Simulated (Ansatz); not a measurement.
`F[Si](F)(S)[GeH3]`, relaxed with RKS PBE-D4/def2-SVP in the Gaussian-basis code of Ansatz from a rough embedded geometry. The force threshold is 0.03 eV/Å; the program also tests the step.

Total charge 0; spin multiplicity 1.

Start:

```xyz
9

F     0.901    2.194   -0.710
Si    0.714    0.484   -0.561
F     0.748   -0.172   -2.082
S     2.360   -0.359    0.543
Ge   -1.292   -0.014    0.443
H     1.818   -1.669    0.458
H    -1.326    0.576    1.839
H    -1.432   -1.581    0.499
H    -2.491    0.540   -0.428
```

(1) How much energy does the relaxation release, and in how many steps? (An estimate is asked.)

(2) Which bonds change most? (An estimate is asked.)

(3) Give the relaxed structure. (Best estimate.)

## Answers

(1) The calculation gave: 25.72 kJ/mol, in 5 steps.

(2) The calculation gave: F1–Si2 from 1.727 to 1.632 Å; Si2–Ge5 from 2.298 to 2.379 Å; S4–H6 from 1.420 to 1.364 Å; Ge5–H9 from 1.583 to 1.548 Å.

(3) The calculation gave: 
```xyz
9

F     0.999    2.057   -0.667
Si    0.741    0.448   -0.575
F     0.723   -0.115   -2.110
S     2.417   -0.323    0.514
Ge   -1.365   -0.026    0.425
H     1.935   -1.597    0.447
H    -1.403    0.585    1.846
H    -1.511   -1.565    0.539
H    -2.536    0.536   -0.419
```
